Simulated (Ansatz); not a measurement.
chlorobenzene (C$_{6}$H$_{5}$Cl), singlet, geometry from GFN2-xTB. Base run: CCSD(T)/def2-SV(P) in Ansatz (an electronic-structure program).

Input for Ansatz:
Ansatz 0.2 input:
```yaml
crystal:
  periodic: [false, false, false]
  atoms:
    - {symbol: Cl, position_ang: [2.23083293, 0.17830076, 0.00166627]}
    - {symbol: C, position_ang: [0.50565329, 0.04041467, 0.00037769]}
    - {symbol: C, position_ang: [-0.27011462, 1.18803954, 0.01931055]}
    - {symbol: C, position_ang: [-1.64922549, 1.07045173, 0.01816171]}
    - {symbol: C, position_ang: [-2.24493585, -0.17942795, -0.00167681]}
    - {symbol: C, position_ang: [-1.45823275, -1.31881734, -0.02048276]}
    - {symbol: C, position_ang: [-0.07795243, -1.21585902, -0.01957054]}
    - {symbol: H, position_ang: [0.20129330, 2.15822886, 0.03470485]}
    - {symbol: H, position_ang: [-2.25874719, 1.96145975, 0.03286497]}
    - {symbol: H, position_ang: [-3.32098418, -0.26543181, -0.00248054]}
    - {symbol: H, position_ang: [-1.91846938, -2.29532648, -0.03598506]}
    - {symbol: H, position_ang: [0.54159475, -2.09885305, -0.03414996]}
basis:
  gaussian:
    orbitals: def2-SV_P_.json
magnetization: {spin_polarized: false}
correlation: {method: ccsd_t}
```
The basis file holds def2-SV(P) in the JSON format of the Basis Set Exchange.

Variants of this job, named by their change:

```csv
change,ΔE vs base (mEh),MP2 correlation (Eh),CC correlation without the perturbative part (Eh),basis functions,core-seconds (rough)
base,0.000,-0.87718,-0.91937,112,9
method = rpa,___,-,-,112,3
accuracy = high,-0.004,-0.87718,-0.91937,112,20
reference functional = pbe0,___,-,___,112,10
method = bccd_t,-0.218,-0.87718,-0.91801,112,10
electrons = outside_noble_gas,0.000,-0.87718,-0.91937,112,9
diis_vectors = 4,0.001,-0.87718,-0.91936,112,9
diis_vectors = 2,0.000,-0.87718,-0.91937,112,10
"fitting = cc-pVTZ-JKFIT (mean field), cc-pVTZ-RIFIT (correlation)",0.110,-0.87709,-0.91933,112,9
lower_state_search = off,0.000,-0.87718,-0.91937,112,10
```

Task: Fill in the missing entries.

Result: 
- method = rpa, ΔE vs base (mEh): -3.992
- reference functional = pbe0, ΔE vs base (mEh): 3.009
- reference functional = pbe0, CC correlation without the perturbative part (Eh): -0.93841
